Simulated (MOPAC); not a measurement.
MOPAC input (AM1):

```
AM1 PRECISE GNORM=0.05 LET XYZ CHARGE=-1 GEO-OK AUX(PRECISION=9) THREADS=1
C2H4N

C     1.04026750 1   -0.37593961 1   -0.01423724 1
N    -0.11684659 1    0.48974460 1    0.19151581 1
C    -1.24598269 1   -0.02303043 1   -0.18381086 1
H     1.77800493 1    0.11733555 1   -0.66719488 1
H     1.55320242 1   -0.56566915 1    0.94223077 1
H     0.76036857 1   -1.34627438 1   -0.46512181 1
H    -2.03935871 1    0.76021600 1    0.03776388 1
```

From the last part of the output:

```
                                                       MOPAC v23.2.5 Linux

          FINAL HEAT OF FORMATION =         54.30621 KCAL/MOL =     227.21718 KJ/MOL

          COSMO AREA              =         85.54 SQUARE ANGSTROMS
          COSMO VOLUME            =         67.50 CUBIC ANGSTROMS

          GRADIENT NORM           =          0.00645          =       0.00244 PER ATOM
          IONIZATION POTENTIAL    =          0.934543 EV
          HOMO LUMO ENERGIES (EV) =         -0.935  8.650
          NO. OF FILLED LEVELS    =          9
          MOLECULAR WEIGHT        =         42.0603         POINT GROUP:  Cs

          MOLECULAR DIMENSIONS (Angstroms)

            Atom       Atom       Distance
            H     7    H     4     3.96034
            H     5    H     6     1.78869
            H     5    H     4     1.46189

          SCF CALCULATIONS        =         21

   ATOM   CHEMICAL          X               Y               Z
  NUMBER   SYMBOL      (ANGSTROMS)     (ANGSTROMS)     (ANGSTROMS)

     1       C          1.03516124  *  -0.37614381  *  -0.01503609  *
     2       N         -0.10674231  *   0.45891063  *   0.17984156  *
     3       C         -1.26473095  *   0.00762790  *  -0.17341874  *
     4       H          1.77794295  *   0.14926849  *  -0.67976866  *
     5       H          1.54705691  *  -0.55221410  *   0.97319661  *
     6       H          0.83980698  *  -1.38801588  *  -0.47174066  *
     7       H         -2.06790925  *   0.76638406  *   0.03639383  *

                             CARTESIAN COORDINATES

   1    C        1.035161241    -0.376143812    -0.015036089
   2    N       -0.106742307     0.458910628     0.179841562
   3    C       -1.264730945     0.007627896    -0.173418736
   4    H        1.777942952     0.149268491    -0.679768658
   5    H        1.547056907    -0.552214104     0.973196611
   6    H        0.839806979    -1.388015875    -0.471740657
   7    H       -2.067909254     0.766384057     0.036393830

           Empirical Formula: C2 H4 N  =     7 atoms

      MOLECULAR POINT GROUP   :   Cs

                  EIGENVALUES
 -29.33390 -21.46505 -13.67557  -9.03448  -8.91750  -7.32204  -5.40654  -3.98186
  -0.93454   8.64963   9.66769   9.94234  10.10584  10.67886  12.32115  14.23765

              NET ATOMIC CHARGES AND DIPOLE CONTRIBUTIONS

  ATOM NO.   TYPE          CHARGE      No. of ELECS.   s-Pop       p-Pop
    1          C          -0.069844        4.0698     1.22906     2.84079
    2          N          -0.409185        5.4092     1.71478     3.69440
    3          C          -0.461091        4.4611     1.61160     2.84949
    4          H          -0.005593        1.0056     1.00559
    5          H          -0.005592        1.0056     1.00559
    6          H           0.001499        0.9985     0.99850
    7          H          -0.050195        1.0502     1.05019
 DIPOLE           X         Y         Z       TOTAL
 POINT-CHG.     2.835    -0.866     0.028     2.964
 HYBRID         0.401     0.706     0.356     0.887
 SUM            3.236    -0.160     0.384     3.263

          ATOMIC ORBITAL ELECTRON POPULATIONS

     Atom    s        px        py        pz
    1  C   1.22906   0.98019   0.93485   0.92575
    2  N   1.71478   1.03932   1.31887   1.33622
    3  C   1.61160   0.86079   1.22004   0.76866
    4  H   1.00559
    5  H   1.00559
    6  H   0.99850
    7  H   1.05019

 **********************
 *                    *
 * JOB ENDED NORMALLY *
 *                    *
 **********************

 == MOPAC DONE ==
```

The dipole moment of an ion depends on the origin.
